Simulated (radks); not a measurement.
Ta, 73 electrons, occupied as [Xe] 4f14 5d3 6s2. All-electron calculation, scalar-relativistic Kohn-Sham, PBE, spin-polarised, spherical densities, finite nucleus; open shells are filled with parallel spins first (spin-orbit coupling, left out, can overturn this in heavy ions); Fermi nuclear charge, rms radius 5.3507 fm; hard spherical wall at 6 bohr. Program: a radial shooting solver on a logarithmic mesh with Libxc functionals.

Local quantities along the radius. ELF = 1/(1 + alpha^2) is the electron localisation function; alpha = (tau - tau_W)/tau_unif compares the Pauli kinetic energy density with that of the uniform gas (summed over spins). tau is taken from the large components.

```
   r/bohr * ELF (the largest magnitude, 0.999, reaches the edge; | marks zero)
0.0007957 |                                                      *
 0.000919 |                                                      *
 0.001061 |                                                      *
 0.001226 |                                                      *
 0.001416 |                                                      *
 0.001635 |                                                      *
 0.001888 |                                                      *
  0.00218 |                                                      *
 0.002518 |                                                      *
 0.002908 |                                                      *
 0.003359 |                                                      *
 0.003879 |                                                      *
  0.00448 |                                                      *
 0.005173 |                                                      *
 0.005975 |                                                      *
   0.0069 |                                                      *
 0.007969 |                                                     *
 0.009203 |                                                     *
  0.01063 |                                                    *
  0.01227 |                                                  *
  0.01418 |                                              *
  0.01637 |                                       *
  0.01891 |                              *
  0.02184 |                      *
  0.02522 |                  *
  0.02912 |                  *
  0.03363 |                      *
  0.03884 |                             *
  0.04486 |                                   *
  0.05181 |                                       *
  0.05983 |                                        *
   0.0691 |                                    *
   0.0798 |                            *
  0.09216 |                    *
   0.1064 |                  *
   0.1229 |                       *
    0.142 |                                *
   0.1639 |                                      *
   0.1893 |                                      *
   0.2187 |                               *
   0.2525 |                  *
   0.2916 |             *
   0.3368 |                    *
    0.389 |                                *
   0.4492 |                                      *
   0.5188 |                                     *
   0.5992 |                                *
    0.692 |                       *
   0.7991 |                  *
   0.9229 |                    *
    1.066 |                         *
    1.231 |                              *
    1.422 |                             *
    1.642 |                        *
    1.896 |                 *
     2.19 |               *
    2.529 |                 *
    2.921 |                        *
    3.373 |                            *
    3.895 |                            *
    4.499 |                     *
    5.195 |       *
```

On this mesh the ELF has minima near r = 0.029, 0.11, 0.29, 0.80, 2.2 bohr, which separate the shells, and maxima near 0.060 (0.74), 0.19 (0.71), 0.45 (0.71), 1.2 (0.56), 3.4 (0.53).
